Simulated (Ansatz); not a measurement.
`[NH]=[V]([Cl])([Cl])[Cl]`, relaxed with RKS PBE0-D4/def2-TZVP in Ansatz from a PBE-D4/def2-SVP geometry. The force threshold is 0.005 eV/Å; the program also tests the step.

Total charge 0; spin multiplicity 1.

Start:

```xyz
6

N     0.013    0.548   -1.085
V    -0.004   -0.174    0.346
Cl    1.968    0.046    1.194
Cl   -1.501    0.818    1.542
Cl   -0.499   -2.247    0.008
H     0.023    1.011   -2.005
```

How much energy does the relaxation release, and in how many steps? (Best estimate.)

The calculation gave: 2.28 kJ/mol, in 3 steps.

Which bonds change most? (Best estimate.)

Computed: V2–Cl4 from 2.158 to 2.139 Å; V2–Cl5 from 2.158 to 2.139 Å; V2–Cl3 from 2.158 to 2.139 Å; N1–V2 from 1.603 to 1.587 Å.

Give the relaxed structure. (Estimate.)

Computed: 
```xyz
6

N     0.013    0.545   -1.080
V    -0.004   -0.170    0.336
Cl    1.948    0.043    1.186
Cl   -1.485    0.807    1.531
Cl   -0.494   -2.226    0.013
H     0.023    1.001   -1.985
```
